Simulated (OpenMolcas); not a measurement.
Mg I: effect of the active space

```
Program             : OpenMolcas 26.06
Method              : CASSCF or its RAS form
Basis               : ANO-RCC-VTZP
Scalar Hamiltonian  : DKH2, point nucleus
Spin-orbit coupling : state interaction with AMFI integrals over the reference wave functions, term energies averaged over their components
```

A. 2 electrons in 4 orbitals (3s 3p); 2S+1 = 3 even, 3 roots; 2S+1 = 1 even, 1 root; 2S+1 = 3 odd, 3 roots; 2S+1 = 1 odd, 3 roots; cost of the order of 10 core-seconds
B. 2 electrons in 8 orbitals (3s 3p 4s 4p); 2S+1 = 3 even, 3 roots; 2S+1 = 1 even, 1 root; 2S+1 = 3 odd, 3 roots; 2S+1 = 1 odd, 3 roots; cost about 15 core-seconds
C. 2 electrons in 9 orbitals (RAS2 3s 3p; RAS3 3d, at most 2 electrons); 2S+1 = 3 even, 3 roots; 2S+1 = 1 even, 1 root; 2S+1 = 3 odd, 3 roots; 2S+1 = 1 odd, 3 roots; cost roughly 17 core-seconds

Energies in cm-1 above 3s2 1S0, the measured ground level; measured values from NIST Handbook of Basic Atomic Spectroscopic Data.

```csv
Level,A,B,C,Measured
3s2 1S0,0.0,0.0,0.0,0.0
3s 3p 3P* 0,21854,21927,21075,21850
3s 3p 3P* 1,21870,21943,21091,21870
3s 3p 3P* 2,21901,21975,21123,21911
3s 3p 1P* 1,40877,41049,37726,35051
```

Deviations, from unrounded energies. A percentage is the sum of absolute deviations over the sum of measured energies, with the sign that they share, or ± where signs differ.

| Against measurement | Levels | A | B | C |
| --- | --- | --- | --- | --- |
| mean absolute deviation (cm-1) | 4 | 1500 | 1600 | 1300 |
| other configurations (%) | 4 | ±5.8 | +6.2 | ±5.0 |

C lies closest to measurement on these levels and B furthest from it. The largest miss of C in the table is 3s 3p 1P* 1, by +2700 cm-1. The ranking rests on the paired levels alone, and a cruder setting can come out closer through cancelling errors.

Among A to C the level of the table that moves most is 3s 3p 1P* 1, by 3300 cm-1 (lowest in C, highest in B).

Without dynamic correlation excited terms often stand tens of per cent too high (terms of higher spin than the ground term too low), and those without a measured partner can miss by more than the paired ones. Active for correlation alone: 4p 4s; no level in the range computed is led by a configuration that fills them, so any true level of that kind is missing (holds for B). Active for correlation alone: 3d; no level in the range computed is led by a configuration that fills it, so any true level of that kind is missing (holds for C). Computed and measured levels are paired by configuration, term and J; levels that our copy of the source lacks, or whose pairing is in doubt (as where it misses far off the trend of its configuration), stay unpaired and out of the deviations. Only configurations of the active space appear. The table leaves out levels that lie high or whose names do not pair safely across all columns.

* marks odd parity.
